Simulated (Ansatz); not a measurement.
The molecule NaSi-, multiplicity 5 (an upper state: multiplicity 3 came lower at CCSD(T)/def2-TZVPP on PBE0 minima).

Constants: fifth-degree fit in 1/R to seven points, most abundant isotopes. Runs in def2 and cc sets follow the lowest solution found near the PBE0 minimum.

Correlated levels freeze the inner cores; with def2 sets outer-core shells near the valence are correlated too.

Codes used: Ansatz (Gaussian orbitals). Values without a source in brackets are computed.

Energies at CCSD(T)/def2-TZVPP:

```csv
R (Å),E (hartree)
2.735395,-451.02513819
2.808927,-451.02606732
2.876577,-451.02652179
2.953050,-451.02666545
3.029524,-451.02649577
3.117762,-451.02599829
3.220707,-451.02511258
```

With a reduced mass of 12.6197 u, find the minimum, the force constant and the constants.

A fifth-degree polynomial in 1/R puts the minimum at r_e = 2.9469 Å with force constant 23.7 N/m. Then ω_e = (1/2πc)√(k/μ) = 179 cm⁻¹ and B_e = h/(8π²cμr_e²) = 0.1538 cm⁻¹; the cubic and quartic terms give α_e = 0.0016 and ω_e x_e = 1.2 cm⁻¹.

Ansatz is a program for electronic structure.
